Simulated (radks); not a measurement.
The numbers below are computed, except where a source is named.
Q: Ionisation of Sm, [Xe] 4f6 6s2, to Sm+, [Xe] 4f6 6s1, under several functionals. Scalar-relativistic Kohn-Sham, spin-polarised, spherical densities, finite nucleus; open shells are filled with parallel spins first (spin-orbit coupling, left out, can overturn this in heavy ions); a radial shooting solver on a logarithmic mesh with Libxc functionals. The NIST Atomic Spectra Database gives 5.644 eV (measured). Rank these functionals by the error of their Delta-SCF ionisation energy: exchange-only r2SCAN; RPBE; B86b exchange with PBE correlation; AM05; PBEsol; PW91.

A: From best to worst: PW91 5.594 eV (-0.050); B86b exchange with PBE correlation 5.565 eV (-0.079); PBEsol 5.538 eV (-0.105); RPBE 5.520 eV (-0.124); AM05 5.484 eV (-0.160); exchange-only r2SCAN 4.441 eV (-1.203). Open shells are spherical and high-spin; term and fine-structure splittings are not resolved. Spin-orbit splitting is averaged out at the scalar-relativistic level.
